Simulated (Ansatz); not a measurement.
Consider the redistribution: `[CH3][Al]([NH2])[Cl]` + `NBN` → `[NH2][Al]([NH2])[Cl]` + `CBN`.

Isolated molecules relaxed with PBE0-D4/def2-TZVP in Ansatz; ΔE leaves out vibrations. CCSD(T)/CBS adds triple-zeta CCSD(T) − MP2 to the extrapolated MP2 energy (def2 sets, frozen cores). Functionals use def2-TZVPP. B3LYP here is the variant with VWN-RPA as its local correlation; programs differ in this. HSE06 is defined as in plane-wave codes. Each species was taken in one conformer, which may not be the lowest.

| level | ΔE (kJ/mol) | difference from CCSD(T)/CBS |
| --- | --- | --- |
| LDA (SPW92) | 18.1 | 12.8 |
| PBE-D4 | 14.1 | 8.8 |
| BLYP-D4 | 10.2 | 4.9 |
| r2SCAN-D4 | 9.0 | 3.7 |
| B97M-V | 6.6 | 1.3 |
| PBE0-D4 | 12.0 | 6.7 |
| r2SCANh-D4 | 8.9 | 3.6 |
| r2SCAN0-D4 | 8.8 | 3.5 |
| HSE06-D4 | 12.3 | 7.0 |
| BHLYP-D4 | 7.2 | 1.9 |
| CAM-B3LYP-D4 | 8.8 | 3.5 |
| ωB97X-V | 7.8 | 2.5 |
| ωB97M-V | 9.9 | 4.6 |
| B2PLYP | 7.6 | 2.3 |
| PBE-QIDH | 8.7 | 3.4 |
| PBE | 14.6 | 9.3 |
| revPBE | 13.5 | 8.2 |
| BLYP | 11.5 | 6.2 |
| r2SCAN | 9.0 | 3.7 |
| PBE0 | 12.4 | 7.1 |
| B3LYP | 10.1 | 4.8 |
| r2SCANh | 8.9 | 3.6 |
| r2SCAN0 | 8.8 | 3.5 |
| HSE06 | 12.6 | 7.3 |
| BHLYP | 7.7 | 2.4 |
| LC-ωPBE | 9.5 | 4.2 |
| RPA@PBE/def2-TZVPP | 4.1 | -1.2 |
| HF/def2-SVP | 10.6 | 5.3 |
| MP2/def2-SVP | 11.6 | 6.3 |
| CCSD/def2-SVP | 10.7 | 5.4 |
| CCSD(T)/def2-SVP | 11.5 | 6.2 |
| HF/def2-TZVPP | 3.9 | -1.4 |
| MP2/def2-TZVPP | 5.2 | -0.1 |
| SCS-MP2/def2-TZVPP | 3.7 | -1.6 |
| CCSD/def2-TZVPP | 4.2 | -1.1 |
| CCSD(T)/def2-TZVPP | 5.1 | -0.2 |
| HF/def2-QZVPP | 3.5 | -1.8 |
| MP2/def2-QZVPP | 5.2 | -0.1 |
| SCS-MP2/def2-QZVPP | 3.6 | -1.7 |
| HF/CBS(def2) | 3.4 | -1.9 |
| CCSD(T)/CBS | 5.3 | 0 |

Largest T1 diagnostic among the species: 0.011.

At CCSD(T), def2-SVP lies +6.2 kJ/mol from the extrapolated value and def2-TZVPP −0.2 kJ/mol. From BLYP to BHLYP (50 % exact exchange), in def2-TZVPP and without D4, ΔE moves by −3.8 kJ/mol.
